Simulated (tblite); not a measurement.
Compound: C6H7N3O.
SMILES with atom numbers: `[CH2:1]=[CH:2][c:3]1[cH:4][n:5][n:6][c:7]([O:8][CH3:9])[n:10]1` (hydrogens: H11, H12 on C1; H13 on C2; H14 on C4; H15, H16, H17 on C9)

A start from a force field or distance geometry was refined with tblite, GFN2-xTB geometry optimisation, gas phase. Values at the start:

```
coordinate    start
     C1=C2  1.332 Å
    C1–H11  1.077 Å
    C1–H12  1.095 Å
     C2–C3  1.489 Å
    C2–H13  1.091 Å
     C3–C4  1.369 Å
    C3–N10  1.338 Å
     C4–N5  1.353 Å
    C4–H14  1.081 Å
     N5–N6  1.354 Å
     N6–C7  1.355 Å
     C7–O8  1.384 Å
    C7–N10  1.344 Å
     O8–C9  1.414 Å
    C9–H15  1.089 Å
  C2–C3–C4   120.2°
 C2–C3–N10   117.4°
 C4–C3–N10   122.4°
  C4–N5–N6   117.3°
  N5–N6–C7   119.7°
 N6–C7–N10   124.3°
  C7–O8–C9   112.9°
 O8–C7–N10   120.5°
```

Q: How do these coordinates change at the GFN2-xTB level?

A: 
| coordinate | GFN2-xTB (Å or °) | change |
| --- | --- | --- |
| C7–O8 | 1.323 | -0.061 |
| N5–N6 | 1.295 | -0.059 |
| C2–C3 | 1.454 | -0.035 |
| C3–C4 | 1.404 | +0.035 |
| C4–N5 | 1.319 | -0.034 |
| N6–C7 | 1.334 | -0.021 |
| C1–H12 | 1.076 | -0.019 |
| C7–N10 | 1.333 | -0.011 |
| C2–H13 | 1.081 | -0.010 |
| C3–N10 | 1.331 | -0.007 |
| C1=C2 | 1.328 | -0.004 |
| O8–C9 | 1.417 | +0.003 |
| C4–H14 | 1.079 | -0.002 |
| C9–H15 | 1.087 | -0.002 |
| C1–H11 | 1.077 | 0.000 |
| C4–C3–N10 | 118.6 | -3.8 |
| C7–O8–C9 | 116.6 | +3.7 |
| C4–N5–N6 | 120.2 | +2.9 |
| C2–C3–N10 | 119.4 | +2.0 |
| C2–C3–C4 | 121.9 | +1.7 |
| N5–N6–C7 | 118.4 | -1.3 |
| O8–C7–N10 | 119.3 | -1.2 |
| N6–C7–N10 | 125.3 | +1.0 |

The energy falls by 30.9 kJ/mol over 24 L-BFGS steps, the largest force on an atom goes from 2.82 to 0.010 eV/Å, and the atoms move by 0.048 Å rms after alignment. The bond that changes most is C7–O8 (aromatic carbon bearing oxygen to aryl ether oxygen), which shortens by 0.061 Å. Bonds longer at the end by more than 0.005 Å: 1 of 17; shorter: 10. Rotational constants go from 1922, 1232, 754.5 to 1969, 1260, 771.9 MHz.

Hardware: one thread of an x86-64 server (shared host).

Its GFN2-xTB frequencies are all real (lowest 60 cm⁻¹). The numbers are those of one conformer.

The values belong to the conformer `[CH2:1]=[CH:2][c:3]1[cH:4][n:5][n:6][c:7]([O:8][CH3:9])[n:10]1`: C1–C2–C3–C4 180°, N6–C7–O8–C9 180°.

The numbers are calculated, not measured.
